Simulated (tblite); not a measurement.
Record of a relaxation.

C₅H₇O₄ (charge -1).
Atom-mapped SMILES: `[CH3:1][C:2](=[O:3])[O:4][CH2:5][CH2:6][C:7](=[O:8])[O-:9]` (hydrogens: H10, H11, H12 on C1; H13, H14 on C5; H15, H16 on C6)
Bond orders are those of one Lewis drawing.

Computed with GFN2-xTB (tblite), gas phase: L-BFGS steps from a force-field or distance-geometry start until the largest atomic force falls under 0.01 eV/Å. 9 of its 143 geometries are shown.

Step 0: E = -836.6046 eV, largest atomic force 6.810 eV/Å
```
atom  x, y, z in Å  |  force x, y, z in eV/Å
C1      2.855    0.541    0.581    0.051   0.738  -0.623
C2      1.661   -0.160    0.000   -1.666  -3.040  -1.520
O3      1.841   -1.188   -0.713   -0.493   2.804   1.786
O4      0.368    0.288    0.247    2.884  -0.119  -0.003
C5     -0.664   -0.496   -0.355    0.460   0.349   0.384
C6     -2.031    0.052   -0.073   -1.213   0.571  -1.828
C7     -2.394    0.086    1.360   -1.763   2.805   5.950
O8     -2.310   -1.014    1.995   -0.123   1.698  -1.124
O9     -2.803    1.266    1.982    1.811  -4.920  -3.322
H10     3.666   -0.167    0.821   -0.661   0.186   0.000
H11     2.602    1.185    1.420   -0.008  -0.153  -0.056
H12     3.242    1.168   -0.256   -0.182  -0.201   0.599
H13    -0.484   -0.420   -1.420    0.122  -0.652  -0.503
H14    -0.586   -1.495    0.078    0.009  -0.181  -0.358
H15    -2.750   -0.653   -0.562    0.397   0.208   0.259
H16    -2.221    1.016   -0.582    0.374  -0.094   0.359
```

Step 18: E = -837.8417 eV, largest atomic force 0.179 eV/Å
```
atom  x, y, z in Å  |  force x, y, z in eV/Å
C1      2.733    0.576    0.553    0.020   0.000  -0.028
C2      1.652   -0.263   -0.097    0.062   0.027   0.053
O3      1.876   -1.260   -0.746    0.029   0.032  -0.001
O4      0.458    0.242    0.132    0.047  -0.035   0.015
C5     -0.636   -0.532   -0.377   -0.006  -0.071  -0.060
C6     -1.969    0.110   -0.078    0.011   0.013   0.070
C7     -2.355    0.099    1.479    0.059   0.025   0.092
O8     -2.227   -0.984    2.057    0.043  -0.037  -0.070
O9     -2.759    1.184    1.906   -0.049   0.021   0.070
H10     3.541   -0.070    0.893   -0.095   0.017   0.089
H11     2.283    1.132    1.372    0.169   0.009  -0.049
H12     3.153    1.259   -0.185   -0.103   0.059   0.035
H13    -0.471   -0.638   -1.456   -0.016  -0.088  -0.155
H14    -0.570   -1.524    0.080   -0.145  -0.064   0.056
H15    -2.734   -0.473   -0.598    0.007   0.131  -0.022
H16    -1.984    1.149   -0.412   -0.033  -0.040  -0.095
```

Step 36: E = -837.8845 eV, largest atomic force 0.067 eV/Å
```
atom  x, y, z in Å  |  force x, y, z in eV/Å
C1      2.689    0.604    0.561   -0.013  -0.010   0.004
C2      1.662   -0.294   -0.107   -0.001   0.016  -0.006
O3      1.954   -1.272   -0.756   -0.018  -0.023  -0.015
O4      0.446    0.157    0.101    0.009   0.015   0.013
C5     -0.668   -0.601   -0.395    0.022   0.012   0.009
C6     -1.936    0.164   -0.092   -0.009  -0.005   0.000
C7     -2.290    0.095    1.473   -0.006   0.012   0.066
O8     -2.086   -0.999    2.008    0.013  -0.018  -0.034
O9     -2.748    1.137    1.946   -0.026   0.024   0.021
H10     3.504   -0.007    0.941    0.001   0.031  -0.015
H11     2.212    1.153    1.366    0.011   0.009  -0.001
H12     3.084    1.306   -0.171   -0.013  -0.035   0.013
H13    -0.511   -0.783   -1.469    0.013  -0.016   0.007
H14    -0.698   -1.560    0.136    0.005   0.001  -0.009
H15    -2.769   -0.300   -0.624   -0.005  -0.007  -0.046
H16    -1.854    1.209   -0.394    0.019  -0.007  -0.007
```

Step 53: E = -837.8869 eV, largest atomic force 0.037 eV/Å
```
atom  x, y, z in Å  |  force x, y, z in eV/Å
C1      2.693    0.604    0.550    0.021  -0.003  -0.013
C2      1.660   -0.299   -0.100    0.000   0.019  -0.004
O3      1.940   -1.279   -0.752    0.010  -0.001   0.019
O4      0.450    0.159    0.117   -0.012  -0.013   0.015
C5     -0.663   -0.599   -0.376   -0.009  -0.004  -0.010
C6     -1.927    0.176   -0.089   -0.012   0.012  -0.013
C7     -2.313    0.083    1.468   -0.013  -0.010   0.032
O8     -2.093   -1.015    1.989   -0.005  -0.010   0.018
O9     -2.805    1.107    1.946   -0.009   0.005  -0.002
H10     3.517    0.002    0.921    0.028   0.009  -0.001
H11     2.231    1.165    1.357    0.000  -0.017  -0.023
H12     3.069    1.294   -0.202    0.030   0.012   0.014
H13    -0.499   -0.795   -1.445    0.004  -0.020  -0.011
H14    -0.699   -1.552    0.166   -0.010  -0.003  -0.002
H15    -2.754   -0.263   -0.650   -0.008  -0.009  -0.026
H16    -1.815    1.222   -0.375   -0.014   0.034   0.006
```

Step 71: E = -837.8954 eV, largest atomic force 0.036 eV/Å
```
atom  x, y, z in Å  |  force x, y, z in eV/Å
C1      2.790    0.618    0.423    0.013   0.003   0.014
C2      1.710   -0.324   -0.081    0.007   0.017  -0.002
O3      1.947   -1.350   -0.676   -0.032   0.010  -0.014
O4      0.519    0.158    0.187    0.005   0.006  -0.002
C5     -0.636   -0.584   -0.237    0.003  -0.005  -0.006
C6     -1.874    0.261   -0.025    0.006   0.000  -0.009
C7     -2.557   -0.031    1.403    0.007  -0.003  -0.005
O8     -2.288   -1.128    1.902   -0.003  -0.003  -0.003
O9     -3.290    0.872    1.814   -0.006   0.008  -0.003
H10     3.657    0.047    0.739    0.009  -0.008  -0.002
H11     2.400    1.212    1.242    0.004   0.011   0.006
H12     3.084    1.279   -0.391    0.000  -0.004   0.006
H13    -0.481   -0.880   -1.283   -0.002  -0.035  -0.003
H14    -0.729   -1.483    0.388    0.011  -0.006   0.007
H15    -2.619    0.018   -0.785   -0.018   0.003   0.006
H16    -1.640    1.323   -0.095   -0.003   0.007   0.009
```

Step 89: E = -837.9060 eV, largest atomic force 0.146 eV/Å
```
atom  x, y, z in Å  |  force x, y, z in eV/Å
C1      2.875    0.624    0.301    0.008   0.001   0.008
C2      1.747   -0.313   -0.099    0.007  -0.006  -0.017
O3      1.933   -1.368   -0.662   -0.019   0.006  -0.005
O4      0.580    0.197    0.221    0.003  -0.037   0.021
C5     -0.610   -0.563   -0.074    0.009  -0.012   0.001
C6     -1.830    0.325    0.062   -0.030   0.061  -0.037
C7     -2.782   -0.145    1.276   -0.094   0.058   0.017
O8     -2.502   -1.234    1.788    0.025   0.035  -0.020
O9     -3.695    0.644    1.540    0.109  -0.074  -0.062
H10     3.757    0.045    0.557    0.006  -0.027  -0.009
H11     2.564    1.234    1.142   -0.009   0.038  -0.014
H12     3.114    1.265   -0.546   -0.017   0.014   0.020
H13    -0.485   -1.009   -1.068   -0.060   0.008   0.035
H14    -0.704   -1.370    0.672   -0.002   0.028  -0.030
H15    -2.444    0.321   -0.845    0.101  -0.019   0.083
H16    -1.525    1.356    0.259   -0.038  -0.074   0.009
```

Step 106: E = -837.9535 eV, largest atomic force 0.127 eV/Å
```
atom  x, y, z in Å  |  force x, y, z in eV/Å
C1      2.979    0.596    0.095   -0.040   0.032  -0.024
C2      1.762   -0.270   -0.192   -0.053   0.029  -0.001
O3      1.811   -1.267   -0.873   -0.040   0.007   0.039
O4      0.696    0.233    0.394   -0.015  -0.072   0.016
C5     -0.557   -0.495    0.337   -0.012  -0.043  -0.029
C6     -1.759    0.414    0.268    0.000   0.079  -0.073
C7     -3.052   -0.310    0.914   -0.041  -0.053   0.051
O8     -2.825   -1.356    1.531    0.000   0.078  -0.013
O9     -4.117    0.282    0.726    0.115   0.008  -0.054
H10     3.848   -0.040    0.243   -0.023   0.042  -0.008
H11     2.784    1.205    0.970    0.052   0.024   0.071
H12     3.159    1.249   -0.755    0.031  -0.011  -0.055
H13    -0.514   -1.192   -0.503   -0.032   0.006  -0.037
H14    -0.634   -1.077    1.264   -0.008  -0.028   0.014
H15    -2.009    0.719   -0.752    0.060  -0.053   0.070
H16    -1.581    1.319    0.856    0.007  -0.044   0.033
```

Step 124: E = -837.9828 eV, largest atomic force 0.059 eV/Å
```
atom  x, y, z in Å  |  force x, y, z in eV/Å
C1      2.929    0.623   -0.025    0.004  -0.005   0.003
C2      1.681   -0.222   -0.227   -0.005   0.013   0.014
O3      1.589   -1.052   -1.100    0.011  -0.030  -0.037
O4      0.767    0.077    0.670   -0.029  -0.001   0.018
C5     -0.528   -0.572    0.610    0.012  -0.011  -0.025
C6     -1.647    0.422    0.430    0.022   0.005  -0.017
C7     -3.062   -0.317    0.676    0.030  -0.004  -0.008
O8     -3.036   -1.236    1.497   -0.016   0.000   0.040
O9     -3.995    0.140    0.018   -0.050   0.030  -0.008
H10     3.789   -0.036    0.067    0.019   0.013   0.008
H11     2.823    1.235    0.864    0.011   0.014   0.021
H12     3.075    1.256   -0.896   -0.005   0.007  -0.017
H13    -0.517   -1.295   -0.209    0.012  -0.006   0.022
H14    -0.662   -1.101    1.559   -0.020   0.022  -0.022
H15    -1.645    0.856   -0.571   -0.014   0.000  -0.011
H16    -1.569    1.230    1.162    0.019  -0.047   0.018
```

Step 142: E = -837.9897 eV, largest atomic force 0.009 eV/Å
```
atom  x, y, z in Å  |  force x, y, z in eV/Å
C1      2.924    0.640    0.008    0.002   0.000  -0.002
C2      1.715   -0.256   -0.215   -0.002  -0.006  -0.001
O3      1.690   -1.122   -1.060   -0.006   0.006   0.003
O4      0.748    0.053    0.619   -0.004  -0.001  -0.008
C5     -0.540   -0.604    0.510    0.000  -0.001   0.001
C6     -1.653    0.405    0.391    0.007   0.004   0.002
C7     -3.069   -0.276    0.760   -0.003   0.003   0.003
O8     -3.014   -1.177    1.600   -0.001   0.000  -0.002
O9     -4.036    0.210    0.172    0.006  -0.006   0.001
H10     3.812    0.024    0.122    0.004   0.000   0.002
H11     2.774    1.257    0.888   -0.002  -0.002   0.002
H12     3.057    1.273   -0.867    0.000   0.003   0.002
H13    -0.514   -1.285   -0.345    0.001   0.003  -0.001
H14    -0.688   -1.181    1.429   -0.005   0.001   0.002
H15    -1.714    0.841   -0.607   -0.001  -0.006  -0.003
H16    -1.500    1.208    1.117    0.003   0.001   0.000
```

Q: Summarise the path.

A: The energy falls by 31.94 kcal/mol from step 0 to step 142; nine tenths of that is first reached at step 20. It rises by more than 0.2 meV at steps 69, 81, 84, 111 and 122. The largest force goes from 6.810 to 0.009 eV/Å. Among the bonds C7–O9 changes most, from 1.395 to 1.231 Å; the atoms move by 1.154 Å rms after alignment.

What follows is the cost of the whole relaxation. Time: 0.88 s wall. Hardware: an Arm Neoverse V1 with one thread, shared host.
